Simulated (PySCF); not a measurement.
How methods differ on the excitation energy of Fe

Fe [Ar] 3d6 4s2 (5D) → Fe [Ar] 3d8 (3F), as a difference of total energies. Calculation: PySCF 2.14, in x2c-QZVPPall with one added diffuse shell each of s, p, d, f, g type (12s8p6d5f3g, 128 functions); the spin-free X2C one-electron Hamiltonian (Gaussian nucleus). Correlated levels: valence: [Ar] frozen; valence and next inner shell: [Ne] frozen. The calculations carry no spin-orbit coupling.

```
                            method  excitation energy (eV)
                               UHF                   7.853
                               LDA                   2.963
                               PBE                   3.038
                              PBE0                   4.064
                            revPBE                   3.019
                           wB97M-V                   3.928
                             TPSSh                   3.496
                     MP2 (valence)                   3.394
MP2 (valence and next inner shell)                   2.484
```

Estimate what SCS-MP2 (valence) gives.

3.465 eV, closest to TPSSh among the rows shown.

Estimate what SCS-MP2 (valence and next inner shell) gives.

2.891 eV, closest to LDA among the rows shown.

Errors of the correlated levels include the incompleteness of this basis and the frozen core.

For comparison: 4.074 eV (measured; NIST levels, between the centres of gravity of the two terms).
